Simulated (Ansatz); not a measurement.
Stepwise reaction of `[F][Al]([F])[Cl]` with hydrogen chloride, as a gas-phase model of exchange steps in deposition or etching. ΔE in kJ/mol; ΔG adds harmonic PBE0-D4 terms to CCSD(T)/CBS, at 1 bar.

Calculated with Ansatz (gas phase, PBE0-D4/def2-TZVP geometries, no zero-point term in ΔE). CCSD(T)/CBS is the MP2 limit (def2-TZVPP, def2-QZVPP) plus CCSD(T) − MP2 in def2-TZVPP, frozen cores. This one scheme is used for every species. DFT in def2-TZVPP. B3LYP here is the variant with VWN-RPA as its local correlation; programs differ in this.

```tsv
step	reaction	PBE-D4	B3LYP-D4	ωB97M-V	CCSD(T)/CBS	ΔG(400 K)
1	`[F][Al]([F])[Cl]` + HCl → `[F][Al]([Cl])[Cl]` + H–F	17.0	23.0	20.3	19.3	24.8
2	`[F][Al]([Cl])[Cl]` + HCl → `[Cl][Al]([Cl])[Cl]` + H–F	17.6	23.7	21.1	19.1	28.4
```

(1) By hand: ΔE of the 2 steps together at CCSD(T)/CBS.

## Answers

(1) (19.3) + (19.1) = 38.4 kJ/mol, or 19.2 kJ/mol a step.

In ΔE the steps differ by no more than 0.2 kJ/mol. All are uphill at CCSD(T)/CBS. ΔG lies between 24.8 and 28.4 kJ/mol a step. PBE-D4 differs from CCSD(T)/CBS by -2.3 to -1.5 kJ/mol a step. Isolated molecules leave out the surface, adducts and barriers. Largest T1 diagnostic: 0.012.
